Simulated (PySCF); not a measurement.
Computed with PySCF with PBE-D3(BJ)/def2-TZVP // B3LYP-D3(BJ)/def2-TZVP. Gas-phase values, no solvent. One relaxed conformer stands for a flexible species; it need not be the lowest. Excitations are Tamm–Dancoff values on a coarser integration grid. The basis has no diffuse functions, so Rydberg states are missing or too high.

Reference species (SMILES): `C1O[SiH2]1` (neutral, multiplicity 1).

```yaml
S1 oscillator strength: 0.005
T1 excitation (TDA): 4.58 eV
HOMO: -6.46 eV
HOMO–LUMO gap: 5.09 eV
```

Changed species: `[SiH](=C)O` (C–Si–O–H torsion 0°).

Question: Predict the effect on the S1 oscillator strength, T1 excitation (TDA), HOMO and HOMO–LUMO gap.

Answer: the S1 oscillator strength is nearly the same; the T1 excitation (TDA) falls by 1.36 eV, to 3.22 eV; the HOMO rises by 1.30 eV, to -5.16 eV; the HOMO–LUMO gap decreases by 1.07 eV, to 4.02 eV.
